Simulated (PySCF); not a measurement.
F4V (SMILES [F][V]([F])([F])[F]), doublet, geometry from GFN2-xTB (such geometries of metal compounds can be far from the true shape) (the multiplicity is a formal guess); PBE/6-31G run with PySCF.

Here is a job for PySCF.
```python
from pyscf import gto, scf, dft

mol = gto.M(
    atom='''
V    -0.000000    0.000000    0.000000
F     0.754420    0.947743   -1.105966
F     0.398502   -1.087012    1.161950
F    -0.663305   -1.063403   -1.058172
F    -0.489617    1.202672    1.002188
''',
    basis='6-31g',
    charge=0,
    spin=1,
    verbose=4,
)

mf = dft.UKS(mol)
mf.xc = 'pbe'
mf.DIIS = scf.ADIIS
mf.kernel()
```

What the program printed (banner, timings and long lists left out):

```
PySCF version 2.14.0

[INPUT] verbose = 4
[INPUT] num. atoms = 5
[INPUT] num. electrons = 59
[INPUT] charge = 0
[INPUT] spin (= nelec alpha-beta = 2S) = 1
[INPUT] symmetry False subgroup None
[INPUT] Mole.unit = angstrom
[INPUT] Symbol           X                Y                Z      unit          X                Y                Z       unit  Magmom
[INPUT]  1 V      0.000000000000   0.000000000000   0.000000000000 AA    0.000000000000   0.000000000000   0.000000000000 Bohr   0.0
[INPUT]  2 F      0.754420000000   0.947743000000  -1.105966000000 AA    1.425647182894   1.790974706474  -2.089972843081 Bohr   0.0
[INPUT]  3 F      0.398502000000  -1.087012000000   1.161950000000 AA    0.753059640091  -2.054154974116   2.195767270438 Bohr   0.0
[INPUT]  4 F     -0.663305000000  -1.063403000000  -1.058172000000 AA   -1.253464787055  -2.009540430041  -1.999655272683 Bohr   0.0
[INPUT]  5 F     -0.489617000000   1.202672000000   1.002188000000 AA   -0.925242035931   2.272720697683   1.893860845326 Bohr   0.0

nuclear repulsion = 364.735355196503
number of shells = 31
number of NR pGTOs = 178
number of NR cGTOs = 63
basis = 6-31g
ecp = {}

******** <class 'pyscf.dft.uks.UKS'> ********
method = UKS
initial guess = minao
damping factor = 0
level_shift factor = 0
DIIS = <class 'pyscf.scf.diis.ADIIS'>
diis_start_cycle = 1
diis_space = 8
diis_damp = 0
SCF conv_tol = 1e-09
SCF conv_tol_grad = None
SCF max_cycles = 50
direct_scf = True
direct_scf_tol = 1e-13
number electrons alpha = 30  beta = 29
XC library pyscf.dft.libxc version 7.1.2
    S. Lehtola, C. Steigemann, M. J. T. Oliveira, and M. A. L. Marques,  SoftwareX 7, 1–5 (2018)
XC functionals = pbe
    J. P. Perdew, K. Burke, and M. Ernzerhof,  Phys. Rev. Lett. 77, 3865 (1996)
    J. P. Perdew, K. Burke, and M. Ernzerhof,  Phys. Rev. Lett. 78, 1396 (1997)
    J. P. Perdew, K. Burke, and M. Ernzerhof,  Phys. Rev. Lett. 77, 3865 (1996)
    J. P. Perdew, K. Burke, and M. Ernzerhof,  Phys. Rev. Lett. 78, 1396 (1997)
radial grids:
    Treutler-Ahlrichs [JCP 102, 346 (1995); DOI:10.1063/1.469408] (M4) radial grids

becke partition: Becke, JCP 88, 2547 (1988); DOI:10.1063/1.454033
pruning grids: <function nwchem_prune>
grids dens level: 3
symmetrized grids: False
atomic radii adjust function: <function treutler_atomic_radii_adjust>
small_rho_cutoff = 0
Set gradient conv threshold to 3.16228e-05
tot grids = 77952
init E= -1343.03701123413

cycle= 1 E= -1342.61545628879  delta_E= 0.422  |g|= 0.793  |ddm|= 1.84
cycle= 2 E= -1336.94579857279  delta_E= 5.67  |g|= 4.43  |ddm|= 1.97
cycle= 3 E= -1342.20851460417  delta_E= -5.26  |g|= 1.41  |ddm|= 1.15
cycle= 4 E= -1342.80690019868  delta_E= -0.598  |g|=  0.2  |ddm|= 0.555
cycle= 5 E= -1342.79828074563  delta_E= 0.00862  |g|= 0.268  |ddm|= 0.258
cycle= 6 E= -1342.81043033564  delta_E= -0.0121  |g|= 0.145  |ddm|= 0.164
cycle= 7 E= -1342.80987331201  delta_E= 0.000557  |g|= 0.149  |ddm|= 0.165
cycle= 8 E= -1342.81935265188  delta_E= -0.00948  |g|= 0.0189  |ddm|= 0.0845
cycle= 9 E= -1342.81894230312  delta_E= 0.00041  |g|= 0.0401  |ddm|= 0.0276
cycle= 10 E= -1342.8194198761  delta_E= -0.000478  |g|= 0.00966  |ddm|= 0.0186
cycle= 11 E= -1342.81926257078  delta_E= 0.000157  |g|= 0.0213  |ddm|= 0.0176
cycle= 12 E= -1342.81945450565  delta_E= -0.000192  |g|= 0.00341  |ddm|= 0.0106
cycle= 13 E= -1342.81944957596  delta_E= 4.93e-06  |g|= 0.00455  |ddm|= 0.00536
cycle= 14 E= -1342.81945560168  delta_E= -6.03e-06  |g|= 0.00343  |ddm|= 0.00385
cycle= 15 E= -1342.81945816074  delta_E= -2.56e-06  |g|= 0.00191  |ddm|= 0.00246
cycle= 16 E= -1342.81945895273  delta_E= -7.92e-07  |g|= 0.00105  |ddm|= 0.00139
cycle= 17 E= -1342.81945926428  delta_E= -3.12e-07  |g|= 0.000546  |ddm|= 0.000887
cycle= 18 E= -1342.81945938469  delta_E= -1.2e-07  |g|= 0.000208  |ddm|= 0.000489
cycle= 19 E= -1342.81945938004  delta_E= 4.65e-09  |g|= 0.000249  |ddm|= 0.000294
cycle= 20 E= -1342.81945938041  delta_E= -3.77e-10  |g|= 0.000239  |ddm|= 0.000244
cycle= 21 E= -1342.81945940134  delta_E= -2.09e-08  |g|= 8.74e-05  |ddm|= 0.000168
cycle= 22 E= -1342.81945939189  delta_E= 9.45e-09  |g|= 0.000183  |ddm|= 0.00013
cycle= 23 E= -1342.81945940111  delta_E= -9.22e-09  |g|= 8.85e-05  |ddm|= 9.13e-05
cycle= 24 E= -1342.81945939541  delta_E= 5.7e-09  |g|= 0.000151  |ddm|= 6.87e-05
cycle= 25 E= -1342.81945939266  delta_E= 2.75e-09  |g|= 0.000173  |ddm|= 1.13e-05
cycle= 26 E= -1342.8194593923  delta_E= 3.55e-10  |g|= 0.000177  |ddm|= 7.94e-06
cycle= 27 E= -1342.81945939921  delta_E= -6.91e-09  |g|= 0.000114  |ddm|= 3.49e-05
cycle= 28 E= -1342.81945940336  delta_E= -4.15e-09  |g|= 4.35e-05  |ddm|= 3.58e-05
cycle= 29 E= -1342.81945940393  delta_E= -5.69e-10  |g|= 1.61e-05  |ddm|= 2.8e-05
Extra cycle  E= -1342.81945940201  delta_E= 1.92e-09  |g|= 7.09e-05  |ddm|= 4.66e-05
converged SCF energy = -1342.81945940201  <S^2> = 0.7524252  2S+1 = 2.0024237
```
